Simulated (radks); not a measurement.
Zn14+, configuration [Ne] 3s2 3p4. Method: scalar-relativistic Kohn-Sham, HCTH/407, spin-polarised, spherical densities, finite nucleus; open shells are filled with parallel spins first; Fermi nuclear charge, rms radius 3.9283 fm; computed with a radial shooting solver on a logarithmic mesh with Libxc functionals. Some entries of the table are withheld. Estimate them.

orbital,occ.,eigenvalue (hartree),<1/r> (bohr^-1)
1s up,1,-367.4342,30.20
1s down,1,-367.3605,30.20
2s up,1,-60.03463,6.633
2s down,1,-59.98399,6.635
2p up,3,-54.49208,6.501
2p down,3,-54.41086,6.500
3s up,1,-19.43807,2.451
3s down,1,-19.16001,2.437
3p up,3,-17.69088,2.362
3p down,1,-17.41259,2.349
3d up,0,-15.06365,2.202
3d down,0,-14.81622,2.201
4s up,0,-9.14537,1.201
4s down,0,-9.10474,1.208
4p up,0,-8.48906,1.158
4p down,0,-8.44290,1.168
4f up,0,(1),1.023
4f down,0,(2),1.009

Answer. 
(1) 4f up eigenvalue (hartree): -6.85756
(2) 4f down eigenvalue (hartree): -6.77696
